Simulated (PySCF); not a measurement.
## Excitation energy of Tc⁺ by level of theory

Tc⁺ [Kr] 4d5 5s1 (7S) → Tc⁺ [Kr] 4d5 5p1 (7P), as a difference of total energies. Calculation: PySCF 2.14, in aug-cc-pwCVTZ-PP with ECP28MDF; a scalar-relativistic core potential. Correlated levels: valence: 4s2 4p6 frozen; valence and next inner shell: nothing frozen outside the core potential. The calculations carry no spin-orbit coupling.

```
                                method  excitation energy (eV)
                                   UHF                   4.451
                                   LDA                   4.908
                                   PBE                   4.791
                                  PBE0                   4.730
                                r2SCAN                   4.903
                                 M06-L                   4.693
                                  BP86                   4.809
                                 B3LYP                   4.737
                         MP2 (valence)                   4.652
                     SCS-MP2 (valence)                   4.518
    MP2 (valence and next inner shell)                   4.858
SCS-MP2 (valence and next inner shell)                   4.713
```

Question: How much does correlation contribute at MP2 (valence and next inner shell)?

Answer: 4.858 − (4.451) = 0.407 eV, measured against UHF.
